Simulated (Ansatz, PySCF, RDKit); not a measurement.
Complex: H2O (SMILES O) (first 3 atoms) with CH3Br (SMILES CBr); geometry from B3LYP-D3(BJ)/def2-TZVP, rigid monomers moved along the line of their centres of mass till H2···Br5 is 3.06 Å.
(charge 0, multiplicity 1):
```tsv
atom	x (Å)	y (Å)	z (Å)
O	-0.1663	0.1574	0.8280
H	0.7565	-0.0377	1.0393
H	-0.1380	0.9528	0.2865
C	0.9317	-0.0495	4.3567
Br	2.6609	-0.1926	3.4333
H	1.0049	0.7852	5.0444
H	0.7724	-0.9839	4.8826
H	0.1820	0.1172	3.5910
```

Monomers are frozen at their geometry in the pair; levels with a basis set take the counterpoise correction. RDKit's UFF carries no charges.

Rows in 6-31G* carry no dispersion term and start afresh at each structure (6-31G* with six Cartesian d functions); the Pople sets are all-electron and without relativity.

Programs: Ansatz (a first-principles code) with Gaussian orbitals; PySCF for 6-31G* rows, the dispersion terms; RDKit for the force fields. 

### Question
One of these levels gives -8.9 kJ/mol for the interaction energy. Which one is it?
A. HF/6-31G*
B. UFF
C. PBE0-D3(BJ)/def2-TZVPPD
D. MMFF94

### Answer
A, HF/6-31G*. The others give -6.7 (MMFF94), -1.6 (UFF), -13.4 (PBE0-D3(BJ)/def2-TZVPPD)
